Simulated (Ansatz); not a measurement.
Consider the cleavage of the Si–P bond: `[SiH3]P[SiH3]` + `O=C[SiH](O)Cl` → `O=C[SiH](Cl)O[SiH3]` + `[SiH3]P`.

Computed with Ansatz on PBE0-D4/def2-TZVP structures; ΔE is electronic, products minus reactants. CCSD(T)/CBS adds triple-zeta CCSD(T) − MP2 to the extrapolated MP2 energy (def2 sets, frozen cores). This one scheme is used for every species. DFT in def2-TZVPP. HSE06 is defined as in plane-wave codes. One conformer a species, not always the lowest.

CCSD(T)/CBS gives -0.77 eV.

(1) Another level gave -0.55 eV. Which?
A. CCSD/def2-TZVPP
B. B97M-V/def2-TZVPP
C. HSE06/def2-TZVPP
D. PBE/def2-TZVPP

Largest T1 diagnostic among the species: 0.014.

## Answers

(1) D. PBE -0.55, CCSD/def2-TZVPP -0.85, B97M-V -0.74, HSE06 -0.61 eV.

In def2-TZVPP, CCSD(T) changes the Hartree–Fock value by +0.27 eV (the triples alone add +0.05 eV) and MP2 by +0.28 eV. At CCSD(T), def2-SVP lies −0.04 eV from the extrapolated value and def2-TZVPP −0.02 eV.
